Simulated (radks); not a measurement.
The iodine ion I4+, 49 electrons, occupied as [Kr] 4d10 5s1 5p1 4f1 (not the ground configuration).

Method: Dirac Kohn-Sham, B86b exchange with PBE correlation, spin-unpolarised, spherical densities, finite nucleus; open shells fill j = l - 1/2 first; Fermi nuclear charge, rms radius 4.75 fm; computed with a radial shooting solver on a logarithmic mesh with Libxc functionals.

Energy parts (eV):
part                       energy
total                 -193600.157
kinetic                205199.188
electron-nucleus      -468275.998
Hartree                 74401.636
exchange-correlation    -4924.982

Orbitals (lengths in bohr, moments of r in powers of bohr; <r^-3> diverges for s and p1/2; r(max) is where P^2 peaks):
[
 {"orbital": "1s1/2", "occ.": "2", "eigenvalue (eV)": "-33009.25", "<r>": "0.02722", "<1/r>": "56.84", "r(max)": "0.01754", "<r^-3>": "-"},
 {"orbital": "2s1/2", "occ.": "2", "eigenvalue (eV)": "-5137.436", "<r>": "0.1167", "<1/r>": "13.27", "r(max)": "0.09924", "<r^-3>": "-"},
 {"orbital": "2p1/2", "occ.": "2", "eigenvalue (eV)": "-4823.245", "<r>": "0.09845", "<1/r>": "13.25", "r(max)": "0.07613", "<r^-3>": "-"},
 {"orbital": "2p3/2", "occ.": "4", "eigenvalue (eV)": "-4524.405", "<r>": "0.1041", "<1/r>": "12.22", "r(max)": "0.08092", "<r^-3>": "5232"},
 {"orbital": "3s1/2", "occ.": "2", "eigenvalue (eV)": "-1073.233", "<r>": "0.3137", "<1/r>": "4.732", "r(max)": "0.2858", "<r^-3>": "-"},
 {"orbital": "3p1/2", "occ.": "2", "eigenvalue (eV)": "-943.2850", "<r>": "0.3039", "<1/r>": "4.642", "r(max)": "0.2722", "<r^-3>": "-"},
 {"orbital": "3p3/2", "occ.": "4", "eigenvalue (eV)": "-887.0210", "<r>": "0.3154", "<1/r>": "4.388", "r(max)": "0.2829", "<r^-3>": "1007"},
 {"orbital": "3d3/2", "occ.": "4", "eigenvalue (eV)": "-658.0750", "<r>": "0.2863", "<1/r>": "4.242", "r(max)": "0.2299", "<r^-3>": "161.1"},
 {"orbital": "3d5/2", "occ.": "6", "eigenvalue (eV)": "-646.2408", "<r>": "0.2900", "<1/r>": "4.177", "r(max)": "0.2330", "<r^-3>": "149.0"},
 {"orbital": "4s1/2", "occ.": "2", "eigenvalue (eV)": "-225.3575", "<r>": "0.7397", "<1/r>": "1.901", "r(max)": "0.6807", "<r^-3>": "-"},
 {"orbital": "4p1/2", "occ.": "2", "eigenvalue (eV)": "-179.9894", "<r>": "0.7721", "<1/r>": "1.791", "r(max)": "0.6986", "<r^-3>": "-"},
 {"orbital": "4p3/2", "occ.": "4", "eigenvalue (eV)": "-169.0319", "<r>": "0.8000", "<1/r>": "1.709", "r(max)": "0.7228", "<r^-3>": "196.3"},
 {"orbital": "4d3/2", "occ.": "4", "eigenvalue (eV)": "-95.9905", "<r>": "0.9076", "<1/r>": "1.462", "r(max)": "0.7727", "<r^-3>": "24.08"},
 {"orbital": "4d5/2", "occ.": "6", "eigenvalue (eV)": "-94.2598", "<r>": "0.9184", "<1/r>": "1.441", "r(max)": "0.7812", "<r^-3>": "22.06"},
 {"orbital": "4f5/2", "occ.": "1", "eigenvalue (eV)": "-23.7365", "<r>": "1.956", "<1/r>": "0.6892", "r(max)": "1.397", "<r^-3>": "1.017"},
 {"orbital": "4f7/2", "occ.": "0", "eigenvalue (eV)": "-23.6765", "<r>": "1.966", "<1/r>": "0.6848", "r(max)": "1.413", "<r^-3>": "0.9941"},
 {"orbital": "5s1/2", "occ.": "1", "eigenvalue (eV)": "-57.8019", "<r>": "1.787", "<1/r>": "0.7350", "r(max)": "1.630", "<r^-3>": "-"},
 {"orbital": "5p1/2", "occ.": "1", "eigenvalue (eV)": "-46.1208", "<r>": "1.993", "<1/r>": "0.6528", "r(max)": "1.801", "<r^-3>": "-"},
 {"orbital": "5p3/2", "occ.": "0", "eigenvalue (eV)": "-44.5110", "<r>": "2.055", "<1/r>": "0.6301", "r(max)": "1.862", "<r^-3>": "29.04"}
]

The highest occupied level is 4f5/2 at -23.736 eV. The configuration is held as typed, so some empty levels lie below it. The electron density at the nucleus is 2.491e+05 e/bohr^3. Summed over all electrons, <r^2> = 30.09 bohr^2, which gives a Langevin (diamagnetic) susceptibility term of -23.8 x 10^-6 cm^3/mol.
